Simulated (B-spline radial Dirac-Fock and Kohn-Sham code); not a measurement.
## Satellites and hypersatellites of the K lines of Rh⁴⁺

System: the Rh⁴⁺ ion, configuration [Kr] 4d5.

The computed values come from a radial atomic solver: ΔSCF Dirac-Fock with Breit, self-energy and vacuum polarisation, finite nucleus, configuration average. Each two-hole energy is an average over J within one jj subconfiguration, not an observable level; in light atoms, where LS coupling holds, the j-resolved values are not observed lines, and for a K spectator the Kα1 hypersatellite is nearly forbidden. Electron correlation is not included.

Lines without a spectator: Kα2 (K-L2) 20071.3 eV, Kα1 (K-L3) 20213.8 eV, Kβ3 (K-M2) 22695.4 eV, Kβ1 (K-M3) 22720.6 eV. Shifts in eV with one spectator hole (a dash: not computed, or left out as unreliable):

| spectator hole | Kα2 | Kα1 | Kβ3 | Kβ1 |
| --- | --- | --- | --- | --- |
| K (1s) | +507.1 | +520.0 | +644.9 | +647.5 |
| L2 (2p1/2) | +54.3 | +67.9 | – | +146.0 |
| L3 (2p3/2) | +55.0 | +54.6 | +132.1 | – |
| M2 (3p1/2) | – | +7.20 | +16.77 | +20.50 |
| M3 (3p3/2) | +5.57 | – | +17.85 | +17.27 |
| M4 (3d3/2) | +0.70 | -1.56 | – | – |
| M5 (3d5/2) | -1.92 | -0.31 | – | – |

With n spectator holes in 2p, averaged over the 2p shell (energies in eV):

```csv
n,KαLⁿ,step,hypersatellite KαʰLⁿ
0,20166.3,–,20681.9
1,20224.5,+58.3,20741.6
2,20284.0,+59.5,20802.5
3,20344.7,+60.7,20864.6
4,20406.7,+62.0,20928.0
5,20469.9,+63.2,20992.6
```
